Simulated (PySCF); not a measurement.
# InO⁺: everyday levels beside a composite calculation

PySCF; the state is a triplet (π ↑↑). The composite is CCSD(T) extrapolated to the basis-set limit from two correlation-consistent sets, with core-valence (CV) and scalar-relativistic (SR) terms as its label shows; it has no spin–orbit coupling and nothing beyond (T). Here it is CCSD(T)/CBS(DT). It gives Re = 2.988 Å, ωe = 111 cm⁻¹ and De = 0.19 eV to In⁺ + O.

| level | basis | relativity | Re (Å) | ωe (cm⁻¹) | De (eV) |
| --- | --- | --- | --- | --- | --- |
| UHF-SCS-MP2 | def2-SVP | scalar-relativistic core potentials | 3.057 | 108 | 0.21 |
| UHF-SCS-MP2 | x2c-SVPall | spin-free X2C | 3.086 | 104 | 0.22 |
| UHF-SCS-MP2 | def2-SVPD | scalar-relativistic core potentials | 3.082 | 103 | 0.18 |
| UHF-CCSD | def2-SVP | scalar-relativistic core potentials | 3.037 | 111 | 0.22 |
| UHF-CCSD(T) | def2-SVP | scalar-relativistic core potentials | 3.011 | 115 | 0.23 |
| UHF-CCSD(T) | x2c-SVPall | spin-free X2C | 3.046 | 110 | 0.24 |
| r²SCAN | def2-SVP | scalar-relativistic core potentials | 2.846 | 153 | 0.36 |
| r²SCAN | def2-SVPD | scalar-relativistic core potentials | 2.891 | 137 | 0.25 |
| BHandHLYP | def2-SVP | scalar-relativistic core potentials | 2.957 | 126 | 0.26 |
| B2PLYP | def2-SVPD | scalar-relativistic core potentials | 3.013 | 112 | 0.19 |

Task: Give the difference of each row from the composite.

Result: 

| level | basis | ΔRe (pm) | Δωe (%) | ΔDe (eV) |
| --- | --- | --- | --- | --- |
| UHF-SCS-MP2 | def2-SVP | +6.9 | -2.7 | +0.02 |
| UHF-SCS-MP2 | x2c-SVPall | +9.8 | -6.3 | +0.03 |
| UHF-SCS-MP2 | def2-SVPD | +9.4 | -7.2 | -0.01 |
| UHF-CCSD | def2-SVP | +4.9 | +0.0 | +0.03 |
| UHF-CCSD(T) | def2-SVP | +2.3 | +3.6 | +0.04 |
| UHF-CCSD(T) | x2c-SVPall | +5.8 | -0.9 | +0.05 |
| r²SCAN | def2-SVP | -14.2 | +37.8 | +0.17 |
| r²SCAN | def2-SVPD | -9.7 | +23.4 | +0.06 |
| BHandHLYP | def2-SVP | -3.1 | +13.5 | +0.07 |
| B2PLYP | def2-SVPD | +2.5 | +0.9 | +0.00 |

Task: Which rows come closest in De?

Result: UHF-SCS-MP2 in def2-SVPD (-0.01 eV); B2PLYP in def2-SVPD (+0.00 eV), counted from the composite.

Correlated steps freeze the inner cores (5 to 19 orbitals); shallow outer-core shells are correlated. The bond is weak. Basis-set superposition, not corrected here, can be much of De in a small basis, most of all at correlated wavefunction levels. These are scalar-relativistic numbers at best; spin–orbit coupling would shift them, the dissociation energy most. For an ion De counts to the pair picked by the measured ionisation energies or electron affinities, which need not be the lowest pair at this level. B2PLYP dipoles, levels and charges come from its SCF part alone. The state was picked by a PBE0 search and need not be the measured ground state.
